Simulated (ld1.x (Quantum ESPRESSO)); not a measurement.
## Scattering properties, PAW potential for Ga

gallium, PAW, made with ld1.x (Quantum ESPRESSO) 7.5 (PBE, scalar-relativistic). Core [Ne] 3s2, reference 3p6 3d10 4s2 4p0.5 (charge +0.5). Waves: 4s (bound): rcut 2.00, rcutus 2.30 bohr; 4s channel at -0.1 Ry: rcut 2.00, rcutus 2.30 bohr; 3p (bound): rcut 1.10, rcutus 1.45 bohr; 4p (bound): rcut 1.10, rcutus 1.45 bohr; 3d (bound): rcut 1.05, rcutus 1.10 bohr; 3d channel at -0.05 Ry: rcut 1.05, rcutus 1.10 bohr. Local part: all-electron potential smoothed inside 1.75 bohr (lloc = -1). Core correction: Bessel-smoothed model core, default radius (core density twice the valence density). Augmentation charge: PSQ, radius 1.00 bohr.

The phase is arctan(r·u′/u) with u = r·R(r), unwrapped; energies in Ry, scanned from -10 to 5 Ry. A pole is an energy at which the radial function vanishes at the test radius. The pseudo phase is shifted by a multiple of π to meet the all-electron one at the reference energy, and phase errors are pseudo minus all-electron; the curves can meet again beyond the range given. Levels narrower than the energy grid can be missing from the lists of poles. n/a: not evaluated, since a narrow level or a reset projector energy made the automatic matching unsafe.

| channel | radius (bohr) | reference energy (Ry) | poles, all-electron | poles, pseudo | unbroken range about the reference energy with phases within 0.05 rad | phase error 1 Ry above the reference energy (rad) |
| --- | --- | --- | --- | --- | --- | --- |
| s | 2.52 | -0.91 | 0.38 | 0.38, 4.38 | below 2.8 | -0.000 |
| p | 2.52 | -0.41 | 1.52 | 1.53 | n/a | n/a |
| d | 2.52 | -1.69 | -1.64, 3.58 | -1.64, 3.59 | the whole range | +0.000 |

Phases in the d channel:

```csv
E (Ry),all-electron,pseudo
-10.00,1.444,1.444
-9.52,1.441,1.441
-9.04,1.438,1.438
-8.56,1.434,1.434
-8.08,1.430,1.430
-7.60,1.426,1.426
-7.12,1.421,1.421
-6.64,1.415,1.415
-6.16,1.409,1.409
-5.68,1.402,1.402
-5.20,1.395,1.395
-4.72,1.385,1.385
-4.24,1.375,1.375
-3.76,1.362,1.362
-3.28,1.346,1.346
-2.80,1.324,1.324
-2.32,1.288,1.288
-1.84,1.115,1.115
-1.36,-1.816,-1.816
-0.88,-1.900,-1.900
-0.40,-1.987,-1.987
0.08,-2.131,-2.131
0.56,-2.447,-2.447
1.04,-3.235,-3.235
1.52,-4.060,-4.059
2.00,-4.398,-4.397
2.48,-4.550,-4.549
2.96,-4.637,-4.636
3.44,-4.698,-4.697
3.92,-4.746,-4.745
4.40,-4.791,-4.789
4.88,-4.839,-4.835
```
